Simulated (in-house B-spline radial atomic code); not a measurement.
# Tb II (Tb+): [Xe] 4f9 6s1

Computed with a radial B-spline atomic code at the basis-set limit: Dirac-Kohn-Sham BLYP, spherical fractional occupations, Fermi nucleus of rms radius 5.06 fm.

Z_r = [3n² - l(l+1)]/(2<r>); Z_e = n√(-2ε); the last column is Slater's effective charge. Values are occupation-weighted means over j. An effective charge above Z reflects the relativistic contraction of the inner shells.

```csv
shell,electrons,ε (eV),<r> (bohr),Z_r,Z_e,Slater
1s,2,-51808,0.02151,69.75,61.71,64.70
2s,2,-8589.1,0.09096,65.96,50.25,60.85
2p,6,-7665.8,0.08052,62.10,47.47,60.85
3s,2,-1909.5,0.239,56.49,35.54,53.75
3p,6,-1621.6,0.2374,52.65,32.75,53.75
3d,10,-1230.6,0.2165,48.49,28.53,43.85
4s,2,-382.94,0.5414,44.33,21.22,37.25
4p,6,-287.47,0.5729,40.15,18.39,37.25
4d,10,-152.75,0.6242,33.65,13.40,25.85
5s,2,-53.618,1.327,28.26,9.93,11.60
5p,6,-31.204,1.57,23.24,7.57,11.60
4f,9,-9.1878,0.9053,19.88,3.29,16.20
6s,1,-8.7827,3.745,14.42,4.82,3.20
```

The least bound orbital is 6s1/2 at -8.783 eV, and it is also the most diffuse (<r> = 3.745 bohr).

Spin-orbit splittings of the orbital energies (j = l + 1/2 above j = l - 1/2 when positive): 2p 746.8 eV, 3p 154.2 eV, 3d 33.64 eV, 4p 34.35 eV, 4d 6.204 eV, 5p 4.39 eV, 4f 0.7856 eV.

For the 1s electron the small component carries 5.88 % of the norm, the zero-frequency Breit interaction raises the level by 158.8 eV, self-energy by 95.48 eV, and vacuum polarisation lowers it by 15.8 eV.
